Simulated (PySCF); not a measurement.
## Co: excitation energy

Co [Ar] 3d7 4s2 (4F) → Co [Ar] 3d7 4s1 5s1 (6F), as a difference of total energies. All numbers are calculated (PySCF 2.14, the non-relativistic Hamiltonian (point nucleus), in dyall-av2z (16s12p7d2f, 101 functions)). Correlated levels: valence: [Ar] frozen; virtual orbitals above 40 to 60 times the deepest correlated orbital energy dropped. The calculations carry no spin-orbit coupling.

```tsv
method	excitation energy (eV)
UHF	4.258
LDA	5.760
PBE	5.463
PBE0	5.274
r2SCAN	5.371
HSE06	5.296
r2SCAN0	5.278
B97-3	5.716
MN15	5.821
MP2 (valence)	5.242
SCS-MP2 (valence)	5.421
```

How much does correlation contribute at MP2 (valence)?

5.242 − (4.258) = 0.984 eV, measured against UHF.

The promoted electron is Rydberg-like, and one or two diffuse shells describe it only roughly, which tends to raise the upper state.
